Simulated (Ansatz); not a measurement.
The molecule SiCu, multiplicity 4 (an upper state: multiplicity 2 came lower at CCSD(T)/def2-TZVPP on PBE0 minima). No spin–orbit coupling. Cu is treated without relativity.

Constants: fifth-degree fit in 1/R to seven points, most abundant isotopes. In def2 and cc sets the state is the lowest found near the PBE0 minimum, followed along R.

Correlated levels freeze the inner cores; with def2 sets outer-core shells near the valence are correlated too.

The values were computed with Ansatz (Gaussian basis) for Hartree–Fock, density functionals and correlated methods. Each number belongs to the level named beside it.

Q: What bond length and harmonic frequency does PBE/def2-TZVPP give?

A: r_e = 2.189 Å, ω_e = 337 cm⁻¹.

Q: What bond length and harmonic frequency does PBE0/def2-TZVPP give?

A: r_e = 2.213 Å, ω_e = 320 cm⁻¹.

Q: What bond length and harmonic frequency does CCSD(T)/def2-TZVPP give?

A: r_e = 2.226 Å, ω_e = 313 cm⁻¹.

Ansatz is a quantum-chemistry and plane-wave program.
